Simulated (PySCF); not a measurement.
C7H9NO.
SMILES: `N#C[C@@H]1CC[C@H]2O[C@H]2C1`

Jobs on this species (18 atoms, 66 electrons) with PySCF (density fitting). Hardware of each: Arm Neoverse V2, one thread (shared host). Times come from a shared host and carry two figures at best.

```
                                             level and settings                                                                    work  basis functions  SCF cycles  wall time
                 X3LYP/pcSseg-1, grid level 4, start guess atom                                      shieldings, ring-centre shieldings              198           ?          ?
                   OPBE/pcseg-1, grid level 1, start guess atom         shieldings, ring-centre shieldings, charges and field gradients              171          13       25 s
wB97X-D/def2-SVPD, grid level 1, fitting basis def2-qzvpp-jkfit  spin–spin couplings from 9 perturbed nuclei, spin–dipole term left out              255          10       52 s
                                                  PBE0/pcSseg-1         shieldings, ring-centre shieldings, charges and field gradients              198          15       30 s
                                                 PBE0/def2-SVPD       6 singlets by full TDDFT, 2 Tamm–Dancoff triplets, polarisability              255          15       58 s
                                                  PBE0/pcSseg-1                                 shieldings, charges and field gradients              198          15       29 s
```

Problem. Fill in the missing figures.

Solution. 
- X3LYP/pcSseg-1, grid level 4, start guess atom; shieldings, ring-centre shieldings: 59 s, 11 SCF cycles

Problem. What do all jobs in the table cost together?

Solution. About 4.2 min; the longest takes about 23 % of that, and about 2.4 times as long as the shortest.
